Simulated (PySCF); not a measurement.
H$_{2}$O, charge +1, doublet, at a GFN2-xTB geometry (a state made from the parent by changing its charge; the spin is typed, not shown lowest); R2SCAN/aug-cc-pVDZ (PySCF).

Here is a job for PySCF.
```python
from pyscf import gto, scf, dft

mol = gto.M(
    atom='''
O     0.008380    0.001641    0.099256
H    -0.053207    0.866383   -0.409792
H    -0.013837   -0.879508   -0.384257
''',
    basis='aug-cc-pvdz',
    charge=1,
    spin=1,
    verbose=4,
)

mf = dft.UKS(mol)
mf.xc = 'r2scan'
mf.kernel()
```

What the program printed (banner, timings and long lists left out):

```
PySCF version 2.14.0

[INPUT] verbose = 4
[INPUT] num. atoms = 3
[INPUT] num. electrons = 9
[INPUT] charge = 1
[INPUT] spin (= nelec alpha-beta = 2S) = 1
[INPUT] symmetry False subgroup None
[INPUT] Mole.unit = angstrom
[INPUT] Symbol           X                Y                Z      unit          X                Y                Z       unit  Magmom
[INPUT]  1 O      0.008380000000   0.001641000000   0.099256000000 AA    0.015835904924   0.003101040570   0.187566656220 Bohr   0.0
[INPUT]  2 H     -0.053207000000   0.866383000000  -0.409792000000 AA   -0.100546657910   1.637226588979  -0.774394648038 Bohr   0.0
[INPUT]  3 H     -0.013837000000  -0.879508000000  -0.384257000000 AA   -0.026148140386  -1.662029244364  -0.726140491447 Bohr   0.0

nuclear repulsion = 8.72487998831057
number of shells = 18
number of NR pGTOs = 57
number of NR cGTOs = 41
basis = aug-cc-pvdz
ecp = {}

******** <class 'pyscf.dft.uks.UKS'> ********
method = UKS
initial guess = minao
damping factor = 0
level_shift factor = 0
DIIS = <class 'pyscf.scf.diis.CDIIS'>
diis_start_cycle = 1
diis_space = 8
diis_damp = 0
SCF conv_tol = 1e-09
SCF conv_tol_grad = None
SCF max_cycles = 50
direct_scf = True
direct_scf_tol = 1e-13
number electrons alpha = 5  beta = 4
XC library pyscf.dft.libxc version 7.1.2
    S. Lehtola, C. Steigemann, M. J. T. Oliveira, and M. A. L. Marques,  SoftwareX 7, 1–5 (2018)
XC functionals = r2scan
    J. W. Furness, A. D. Kaplan, J. Ning, J. P. Perdew, and J. Sun,  J. Phys. Chem. Lett. 11, 8208–8215 (2020)
    J. W. Furness, A. D. Kaplan, J. Ning, J. P. Perdew, and J. Sun,  J. Phys. Chem. Lett. 11, 9248–9248 (2020)
    J. W. Furness, A. D. Kaplan, J. Ning, J. P. Perdew, and J. Sun,  J. Phys. Chem. Lett. 11, 8208–8215 (2020)
    J. W. Furness, A. D. Kaplan, J. Ning, J. P. Perdew, and J. Sun,  J. Phys. Chem. Lett. 11, 9248–9248 (2020)
radial grids:
    Treutler-Ahlrichs [JCP 102, 346 (1995); DOI:10.1063/1.469408] (M4) radial grids

becke partition: Becke, JCP 88, 2547 (1988); DOI:10.1063/1.454033
pruning grids: <function nwchem_prune>
grids dens level: 3
symmetrized grids: False
atomic radii adjust function: <function treutler_atomic_radii_adjust>
small_rho_cutoff = 0
Set gradient conv threshold to 3.16228e-05
tot grids = 33704
init E= -76.2950057953826

cycle= 1 E= -75.9246393841843  delta_E= 0.37  |g|= 0.167  |ddm|= 1.09
cycle= 2 E= -75.9381425364407  delta_E= -0.0135  |g|= 0.0827  |ddm|= 0.197
cycle= 3 E= -75.9399739723243  delta_E= -0.00183  |g|= 0.0421  |ddm|= 0.0668
cycle= 4 E= -75.9406474428969  delta_E= -0.000673  |g|= 0.00893  |ddm|= 0.0302
cycle= 5 E= -75.940682644092  delta_E= -3.52e-05  |g|= 0.00117  |ddm|= 0.00586
cycle= 6 E= -75.9406841606204  delta_E= -1.52e-06  |g|= 0.000223  |ddm|= 0.00187
cycle= 7 E= -75.940684227379  delta_E= -6.68e-08  |g|= 3.14e-05  |ddm|= 0.000465
cycle= 8 E= -75.9406842280728  delta_E= -6.94e-10  |g|= 2.77e-06  |ddm|= 4.41e-05
Extra cycle  E= -75.9406842280787  delta_E= -5.88e-12  |g|= 2.2e-06  |ddm|= 4.87e-06
converged SCF energy = -75.9406842280787  <S^2> = 0.75393559  2S+1 = 2.0039317
```
